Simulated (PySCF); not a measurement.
Ga(F)2(OAc) (C2H3F2GaO2), SMILES O=C([O][Ga]([F])[F])C.

Geometry optimised at B3LYP-D3(BJ)/def2-SVP. The values are those of a single conformer.

Calculation: PBE/def2-TZVP (PySCF).

Gas-phase values at a fixed geometry.

```yaml
total_energy: -2352.62100 hartree
point_group: Cs
highest_occupied_level: -8.04 eV
lowest_empty_level: -2.24 eV
orbital_gap: 5.80 eV
dipole_moment: 4.45 D
quadrupole, principal values (traceless, Buckingham form, about the centre of nuclear charge): -7.36, -1.91, 9.27 D·Å
mean_static_polarisability: 52.6 bohr³ (7.79 Å³)
polarisability_principal_values: 44.2, 45.4, 68.1 bohr³
```
